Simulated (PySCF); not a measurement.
**How methods differ on the ionisation energy of Sc⁺**

Sc⁺ [Ar] 3d1 4s1 (3D) → Sc²⁺ [Ar] 3d1 (2D), as a difference of total energies. Calculation: PySCF 2.14, in Sapporo-DKH3-DZP-2012 (6s5p3d1f, 43 functions); the spin-free X2C one-electron Hamiltonian (Gaussian nucleus). Correlated levels: valence: [Ar] frozen; valence and next inner shell: [Ne] frozen. The calculations carry no spin-orbit coupling.

Task: Order these methods by the ionisation energy they give, lowest first.
A. MP2 (valence and next inner shell)
B. wB97X
C. PBE
D. SCS-MP2 (valence and next inner shell)

Result: B (12.380 eV), D (12.608 eV), A (12.719 eV), C (13.080 eV).

Errors of the correlated levels include the incompleteness of this basis and the frozen core.

For comparison: 12.800 eV (measured; NIST Atomic Spectra Database, ionization energies).
